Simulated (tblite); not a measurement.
Compound: C₆H₈BrClO.
Numbering: `[CH3:1][O:2][C@@H:3]1[CH2:4][CH:5]=[C:6]1[C@H:7]([Cl:8])[Br:9]` (hydrogens: H10, H11, H12 on C1; H13 on C3; H14, H15 on C4; H16 on C5; H17 on C7)

Computed with GFN2-xTB (tblite), gas phase: L-BFGS steps from a force-field or distance-geometry start until the largest atomic force falls under 0.01 eV/Å.

Step 56: E = -804.5368 eV
```
atom  x, y, z in Å  |  force x, y, z in eV/Å
C1      2.3199   -0.8940   -0.7049   -0.021   0.011   0.003
O2      1.1328   -0.1451   -0.8316   -0.004  -0.024   0.004
C3      0.3509   -0.1098    0.3273    0.003  -0.025  -0.020
C4     -0.5586   -1.3497    0.6199   -0.009  -0.028  -0.006
C5     -1.7151   -0.4222    0.3774   -0.010   0.029   0.033
C6     -0.9520    0.6410    0.1244    0.014   0.011  -0.017
C7     -1.1921    2.0495   -0.2251   -0.015   0.000  -0.011
Cl8    -1.1441    3.0675    1.2624    0.021  -0.012  -0.047
Br9    -2.9245    2.2564   -1.1062    0.044   0.022   0.028
H10     2.1141   -1.9417   -0.4569   -0.002   0.045   0.023
H11     2.9732   -0.4629    0.0644   -0.009  -0.042  -0.016
H12     2.8127   -0.8465   -1.6747   -0.003   0.021   0.039
H13     0.9498    0.2050    1.1952   -0.037   0.048  -0.012
H14    -0.4641   -2.1525   -0.1059    0.026  -0.012  -0.043
H15    -0.4914   -1.7493    1.6301    0.028  -0.017   0.003
H16    -2.7774   -0.5806    0.4042   -0.002  -0.009   0.015
H17    -0.4411    2.4469   -0.9101   -0.025  -0.017   0.024
```

Step 57: E = -804.5372 eV
```
atom  x, y, z in Å  |  force x, y, z in eV/Å
C1      2.3202   -0.8940   -0.7044   -0.020   0.009   0.003
O2      1.1334   -0.1453   -0.8318   -0.014  -0.016  -0.002
C3      0.3511   -0.1101    0.3267   -0.007  -0.013  -0.011
C4     -0.5584   -1.3501    0.6191   -0.017  -0.023  -0.006
C5     -1.7152   -0.4224    0.3778   -0.005   0.026   0.031
C6     -0.9522    0.6409    0.1253    0.015   0.005  -0.024
C7     -1.1928    2.0493   -0.2244   -0.009  -0.009  -0.007
Cl8    -1.1436    3.0695    1.2608    0.024  -0.009  -0.033
Br9    -2.9238    2.2568   -1.1043    0.023   0.021   0.017
H10     2.1142   -1.9413   -0.4566   -0.004   0.035   0.027
H11     2.9730   -0.4630    0.0650   -0.004  -0.039  -0.012
H12     2.8133   -0.8471   -1.6738    0.002   0.024   0.032
H13     0.9491    0.2068    1.1943   -0.034   0.038  -0.008
H14    -0.4644   -2.1526   -0.1070    0.026  -0.013  -0.048
H15    -0.4909   -1.7503    1.6286    0.030  -0.018   0.011
H16    -2.7777   -0.5803    0.4045    0.002  -0.010   0.018
H17    -0.4421    2.4451   -0.9100   -0.010  -0.008   0.012
```

Step 58: E = -804.5382 eV
```
atom  x, y, z in Å  |  force x, y, z in eV/Å
C1      2.3232   -0.8928   -0.6991   -0.013   0.002   0.000
O2      1.1369   -0.1458   -0.8298   -0.044   0.008  -0.018
C3      0.3512   -0.1117    0.3258   -0.032   0.020   0.012
C4     -0.5599   -1.3520    0.6140   -0.020  -0.001  -0.003
C5     -1.7163   -0.4220    0.3740    0.010   0.004   0.023
C6     -0.9517    0.6411    0.1255   -0.006  -0.017  -0.037
C7     -1.1957    2.0487   -0.2243    0.029  -0.006  -0.014
Cl8    -1.1193    3.0781    1.2531    0.027  -0.012  -0.022
Br9    -2.9373    2.2564   -1.0760   -0.009   0.024   0.001
H10     2.1178   -1.9384   -0.4488   -0.013  -0.007   0.038
H11     2.9756   -0.4609    0.0689    0.011  -0.020   0.009
H12     2.8169   -0.8499   -1.6675    0.015   0.032   0.005
H13     0.9454    0.2104    1.1944   -0.026   0.005  -0.003
H14    -0.4647   -2.1532   -0.1134    0.023  -0.005  -0.051
H15    -0.4947   -1.7550    1.6223    0.032  -0.018   0.021
H16    -2.7795   -0.5786    0.3953    0.018  -0.012   0.028
H17    -0.4550    2.4378   -0.9244   -0.002   0.003   0.011
```

Step 59: E = -804.5388 eV
```
atom  x, y, z in Å  |  force x, y, z in eV/Å
C1      2.3250   -0.8917   -0.6951   -0.008  -0.003   0.001
O2      1.1383   -0.1465   -0.8286   -0.043   0.020  -0.017
C3      0.3507   -0.1126    0.3254   -0.040   0.030   0.021
C4     -0.5612   -1.3536    0.6107   -0.012   0.006  -0.002
C5     -1.7170   -0.4220    0.3707    0.010  -0.016   0.011
C6     -0.9516    0.6408    0.1242   -0.022  -0.021  -0.040
C7     -1.1970    2.0483   -0.2251    0.036  -0.008  -0.011
Cl8    -1.0982    3.0828    1.2476    0.027  -0.018  -0.023
Br9    -2.9487    2.2573   -1.0539   -0.016   0.025  -0.002
H10     2.1203   -1.9360   -0.4418   -0.018  -0.030   0.037
H11     2.9779   -0.4593    0.0716    0.011  -0.003   0.021
H12     2.8194   -0.8511   -1.6628    0.019   0.030  -0.010
H13     0.9416    0.2126    1.1951   -0.018  -0.012  -0.002
H14    -0.4636   -2.1542   -0.1181    0.014   0.015  -0.036
H15    -0.4973   -1.7581    1.6188    0.030  -0.014   0.010
H16    -2.7806   -0.5781    0.3873    0.025  -0.012   0.036
H17    -0.4649    2.4334   -0.9361    0.004   0.010   0.006
```

Task: Estimate the geometry and energy of step 60. (The exact step hangs on the optimiser's Hessian estimate; all steps are aligned on step 59, rigid shifts and turns removed.)

Result: E = -804.5398 eV, largest force 0.062 eV/Å
```
atom  x, y, z in Å  |  force x, y, z in eV/Å
C1      2.3281   -0.8898   -0.6879   -0.003  -0.010   0.002
O2      1.1399   -0.1476   -0.8265   -0.021   0.031   0.002
C3      0.3489   -0.1135    0.3252   -0.036   0.027   0.020
C4     -0.5636   -1.3562    0.6053    0.006   0.016   0.002
C5     -1.7182   -0.4226    0.3644    0.007  -0.039  -0.008
C6     -0.9519    0.6402    0.1207   -0.041  -0.023  -0.040
C7     -1.1984    2.0476   -0.2274    0.028   0.001  -0.012
Cl8    -1.0590    3.0889    1.2381    0.024  -0.031  -0.035
Br9    -2.9696    2.2593   -1.0147   -0.004   0.030   0.003
H10     2.1244   -1.9325   -0.4286   -0.020  -0.044   0.026
H11     2.9825   -0.4563    0.0767   -0.006   0.022   0.027
H12     2.8234   -0.8519   -1.6549    0.019   0.020  -0.020
H13     0.9341    0.2153    1.1970    0.000  -0.030   0.000
H14    -0.4609   -2.1554   -0.1262   -0.002   0.045  -0.009
H15    -0.5018   -1.7635    1.6132    0.025  -0.005  -0.014
H16    -2.7820   -0.5775    0.3734    0.023  -0.017   0.048
H17    -0.4827    2.4275   -0.9578    0.004   0.007   0.010
```

The energy changes by -0.0009 eV. The first-order estimate −F·Δx gives -0.0014 eV and the mean of the old and new forces, exact on a quadratic surface, -0.0010 eV. The step makes an angle of 83° with the force vector and moves no atom by more than 0.044 Å.

What follows is the cost of the whole relaxation. Time: 0.9 s wall. Hardware: one thread of an Arm Neoverse V1, no GPU, shared host.
